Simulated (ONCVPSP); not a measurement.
**Scattering properties, ONCV potential for calcium**

- Element: calcium (Ca)
- Generator: ONCVPSP 4.0.1
- Type: optimised norm-conserving Vanderbilt (ONCV)
- Functional: PBE
- Relativity: scalar-relativistic
- Frozen core: [Ne]
- Valence charge: 10
- Reference configuration: 3s2 3p6 4s2
- Partial waves: 3s+4s: rc 1.75 bohr, ncon 3, nbas 6, qcut 6.1 1/bohr, 2 projectors; 3p: rc 1.80 bohr, ncon 4, nbas 7, qcut 6.6 1/bohr, 2 projectors, debl 1.1 Ha; d scattering state at 0.18 Ha: rc 1.50 bohr, ncon 4, nbas 7, qcut 6.4 1/bohr, 2 projectors, debl 0.9 Ha
- Local potential: polynomial inside 1.30 bohr (lpopt 5, dvloc0 0 Ha)
- Core correction: Teter function, fcfact 4.75, rcfact 1.4

In the d channel the program set the typed energies aside and used 0.050, 0.950 Ha.

The phase is arctan(r·R′/R) of the radial function R(r), unwrapped; energies in Ha, scanned from -3 to 5 Ha. A pole is an energy at which the radial function vanishes at the test radius. The pseudo phase is shifted by a multiple of π to meet the all-electron one at the reference energy, and phase errors are pseudo minus all-electron; the curves can meet again beyond the range given. Levels narrower than the energy grid can be missing from the lists of poles.

Q: For each channel, where are the poles, and over which energies does the pseudopotential scatter like the atom?

A:

```
channel  radius (bohr)  reference energy (Ha)  poles, all-electron  poles, pseudo  unbroken range about the reference energy with phases within 0.05 rad  phase error 1 Ha above the reference energy (rad)
      s           1.77                  -0.14                -1.22          -1.22                                                        the whole range                                             -0.001
      p           1.83                  -1.03                -0.47          -0.47                                                        the whole range                                             +0.000
      d           1.53                   0.05                 1.36           1.36                                                        the whole range                                             -0.000
```

Phases in the d channel:

```tsv
E (Ha)	all-electron	pseudo
-2.98	1.178	1.178
-2.54	1.124	1.124
-2.10	1.046	1.046
-1.66	0.920	0.920
-1.22	0.690	0.690
-0.78	0.220	0.220
-0.34	-0.523	-0.523
0.10	-1.056	-1.056
0.54	-1.324	-1.324
0.98	-1.477	-1.477
1.42	-1.583	-1.583
1.86	-1.673	-1.673
2.30	-1.766	-1.766
2.74	-1.880	-1.881
3.18	-2.055	-2.058
3.62	-2.389	-2.399
4.06	-3.063	-3.091
4.50	-3.792	-3.816
4.94	-4.163	-4.178
```
